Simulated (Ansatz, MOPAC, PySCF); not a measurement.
Noncovalent pair: HF (SMILES F) (first 2 atoms) with SO2 (SMILES O=S=O); geometry from B3LYP-D3(BJ)/def2-TZVP, rigid monomers moved along the line of their centres of mass till H2···O3 is 2.12 Å.
(charge 0, multiplicity 1):
```xyz
5

F      0.35084     0.50697    -0.65679
H      0.08404     0.72411     0.21057
O     -0.38522     0.60395     2.27566
S     -0.24356    -0.62915     3.01800
O     -0.58431    -0.61369     4.41075
```

Interaction energies are E(AB) − E(A) − E(B) at the monomers' geometry in the complex; basis-set methods are counterpoise corrected. Rows marked so take none.

Frozen-core correlation. CBS: X⁻³ extrapolation of the correlation energy, Hartree–Fock from the larger set. Rows in 3-21G, 6-31G* carry no dispersion term and start afresh at each structure (6-31G* with six Cartesian d functions). MP2/6-31G* freezes PySCF's default core. The state that AM1, PM6, PM7 reach isn't checked; PM7 holds dispersion and hydrogen-bond terms.

Programs: Ansatz (a program for electronic structure) with Gaussian orbitals; MOPAC for AM1, PM6, PM7 (differences of heats of formation); PySCF for 3-21G rows, 6-31G* rows, the dispersion terms. 

Other levels give for the interaction energy: PBE/def2-TZVPPD -3.74; B3LYP/def2-TZVPPD -3.64; B3LYP-D3(BJ)/def2-TZVPPD -4.34; wB97M-V/def2-TZVPPD -4.12; CCSD(T)/CBS(aug-cc-pV(D+d)Z, aug-cc-pV(T+d)Z) -3.96 kcal/mol.

Q: What do these common cheap choices give for the same quantity: AM1, PM6, PM7, HF/6-31G*, BP86/6-31G* (no counterpoise), B3LYP/3-21G (no counterpoise), M06-2X/6-31G* (no counterpoise), MP2/6-31G*?

A: AM1 -3.82; PM6 -3.29; PM7 -3.58; HF/6-31G* -4.01; BP86/6-31G* (no counterpoise) -3.91; B3LYP/3-21G (no counterpoise) -7.74; M06-2X/6-31G* (no counterpoise) -4.99; MP2/6-31G* -3.57 kcal/mol. They span -7.74 to -3.29 kcal/mol.
